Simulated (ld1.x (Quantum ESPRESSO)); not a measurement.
# Before and after: ultrasoft potential for boron (B)

```
Element                 : B (Z = 5)
Generator               : ld1.x (Quantum ESPRESSO) 7.5
Type                    : ultrasoft
Functional              : PBE
Relativity              : scalar-relativistic
Frozen core             : [He]
Valence charge          : 3
Reference configuration : 2s2 2p1
Partial waves           : 2s (bound): rcut 0.95, rcutus 1.25 bohr; 2s channel at 0.1 Ry: rcut 0.95, rcutus 1.25 bohr; 2p (bound): rcut 2.10, rcutus 2.45 bohr; 2p channel at 0.25 Ry: rcut 2.10, rcutus 2.45 bohr
Local potential         : all-electron potential smoothed inside 1.85 bohr (lloc = -1)
Core correction         : none
Augmentation charge     : PSQ, radius 0.85 bohr
```

Change: core correction a·sin(br)/r model core inside 1.54 bohr.

Cutoffs: the cutoffs (Ry, on a coarse ladder) from which the occupation-weighted sum of valence levels, in a spherical-Bessel basis at the reference potential, stays within 10 and 1 mRy of its value at 400 Ry; they do not see the model core or the augmentation charge, which bear on the density cutoff. Errors are all-electron minus pseudo energies relative to the spin-unpolarised reference configuration.

**Question.** Predict the effect on cutoff, ghosts and configuration errors.

**Answer.** The potential gets neither clearly harder nor softer (25 Ry and 30 Ry → 25 Ry and 30 Ry); both files keep a bound ghost (s); the errors of the 7 common tests hardly move. A model core, the more so a compact one, raises the density cutoff, which this test does not measure.

| quantity | base | changed |
| --- | --- | --- |
| cutoff, loose | 25 Ry | 25 Ry |
| cutoff, tight | 30 Ry | 30 Ry |
| bound ghosts | s | s |
| error for 2s2 2p0, meV [ΔE 8.22 eV] | +39 | +39 |
| error for 2s1 2p0, meV [ΔE 33.64 eV] | +78 | +76 |
| error for 2s2 2p0.5, meV [ΔE 2.89 eV] | +6.3 | +6.3 |
| error for 2s1 2p2, meV [ΔE 5.85 eV] | +59 | +58 |
| error for 2s0 2p3, meV [ΔE 11.72 eV] | +249 | +247 |
| error for 2s1 2p1, meV [ΔE 14.36 eV] | +14 | +14 |
| error for 2s2 2p1.3, meV [ΔE -0.74 eV] | +0.8 | +0.7 |
| s: phases at 2.64 bohr within 0.05 rad from the reference energy up to (Ry; the scan ends near 5) | to the end of the scan | to the end of the scan |
| p: phases at 2.64 bohr within 0.05 rad from the reference energy up to (Ry; the scan ends near 5) | to the end of the scan | to the end of the scan |
| lowest overlap eigenvalue by channel | s 0.57, p 0.95 | s 0.57, p 0.95 |

 A true bound ghost makes a file unfit for plane-wave use even where its test errors are small: the radial tests pick states by their node count and pass the ghost by.
